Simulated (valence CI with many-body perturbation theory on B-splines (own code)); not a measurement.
# Os³⁴⁺: magnetic and hyperfine properties of the levels

Computed by relativistic CI+MBPT: six valence electrons over a frozen Dirac-Fock core [Kr], radial functions for each j: 7 s, 7 p, 8 d, 6 f, 4 g, 1 h, with the one-electron correlation potential Σ1 (screened to all orders), the two-electron term Σ2, the three-electron term Σ3, Breit, model QED; selected single and double excitations, second order for the rest, scaled by the run's own slope (own B-spline code, finite nucleus).

The last digits are not significant, and no measured levels were compared; by estimate large intervals hold to a few tenths of a per cent, small ones and those within an open d or f shell to about a per cent. Core correlation moves these levels by up to 8300 cm⁻¹, and in measured spectra 5 to 20 % of such shifts remained as error; rates that hang on mixing are uncertain with them. Among the levels kept, up to 740 cm⁻¹ of a level comes from second order outside the variational space, and about a tenth of that is noise between levels of different J, which matters for small intervals. Only levels of the ground parity were solved; by the run's estimate the other parity begins above the list, which can be wrong where configurations are misplaced.

A/g_I is the dipole constant over the nuclear g factor μ/I (μ in nuclear magnetons, uniformly magnetised nucleus), B/Q the quadrupole constant per barn. Both hold the static response of the core; the bare values leave it out. Large factors of s and p1/2 electrons are usually good to 5 to 10 %; those of open d and f shells near neutrality can be off by tens of per cent, and small factors of p3/2, d and f electrons come from cancelling terms and can be off by a factor of two or in sign, in half-filled shells by more. B is blank for J = 1/2, where it vanishes, and for nearly pure S terms. Energies count from the lowest level. Levels with J = 0 are left out.

Levels are named by their leading jj configuration (3d3/2^4 stands for four electrons in 3d with j = 3/2), which in mixed levels can hold well under half, so a name can repeat and another be missing. Letters in brackets count levels of one name in rising energy.

```
                    Level  E (cm⁻¹)      g  A/g_I (MHz)  A/g_I bare  B/Q (MHz/b)  B/Q bare
    (4d3/2^4 4d5/2^2) J=4         0  1.268         9500       10000        19000     18300
    (4d3/2^4 4d5/2^2) J=2     22319  1.288         9320        9910       -10400     -9940
(4d3/2^3 4d5/2^3) J=3 [a]    136160  1.371         5280        6100          917       846
(4d3/2^3 4d5/2^3) J=4 [a]    144360  1.171        10600       10900        16500     16000
(4d3/2^3 4d5/2^3) J=1 [a]    150940  1.310         9430       10100        -7000     -6690
    (4d3/2^3 4d5/2^3) J=5    170240  1.130        12900       13100         9140      8850
    (4d3/2^3 4d5/2^3) J=6    172430  1.109        14500       14600       -18200    -17600
(4d3/2^3 4d5/2^3) J=2 [a]    188500  0.968        18100       17700       -13900    -13400
(4d3/2^3 4d5/2^3) J=3 [b]    193280  1.054        16100       16000         5330      5050
(4d3/2^3 4d5/2^3) J=1 [b]    231400  1.162         7950        8180        14300     13700
(4d3/2^3 4d5/2^3) J=2 [b]    232430  1.128        13500       13600        23300     22400
(4d3/2^3 4d5/2^3) J=4 [b]    234540  1.047        16400       16300       -13800    -13300
(4d3/2^3 4d5/2^3) J=3 [c]    241700  1.067        16000       16000       -22400    -21500
(4d3/2^2 4d5/2^4) J=2 [a]    294860  1.444          696        1720        -3490     -3350
(4d3/2^2 4d5/2^4) J=4 [a]    316490  1.098        13800       13900         2660      2650
(4d3/2^2 4d5/2^4) J=3 [a]    325150  1.202         9520        9860        -8450     -8140
    (4d3/2^2 4d5/2^4) J=5    330050  1.096        14800       14900       -13400    -12900
    (4d3/2^2 4d5/2^4) J=6    343280  1.049        16200       16100       -19400    -18600
(4d3/2^2 4d5/2^4) J=3 [b]    347110  0.967        18800       18400          559       551
    (4d3/2^2 4d5/2^4) J=1    355030  1.017        17800       17600        -6690     -6440
(4d3/2^2 4d5/2^4) J=4 [b]    364950  1.051        16800       16700         -371      -400
(4d3/2^2 4d5/2^4) J=2 [b]    366250  1.050        16400       16300       -13300    -12800
(4d3/2^2 4d5/2^4) J=2 [c]    401390  0.871        22200       21600         -500      -453
(4d3/2^2 4d5/2^4) J=4 [c]    414140  1.159        11700       11900       -19600    -18800
(4d3/2^2 4d5/2^4) J=2 [d]    468190  1.023        16800       16700        22200     21500
      (4d3/2 4d5/2^5) J=1    474420  1.497        -2780       -1610        -3980     -3810
      (4d3/2 4d5/2^5) J=4    516390  1.029        16900       16800        -7770     -7360
      (4d3/2 4d5/2^5) J=2    531350  1.197        11200       11500       -23800    -23000
      (4d3/2 4d5/2^5) J=3    537030  1.066        15400       15400       -21500    -20700
```

Take the isotope of mass number 187, with I = 1/2, μ = 0.06442 μN. What is the hyperfine structure of (4d3/2^4 4d5/2^2) J=2?

From the table A = 1200 MHz. Shifts from the centre of gravity in MHz: F = 3/2: -1800, F = 5/2: 1200.
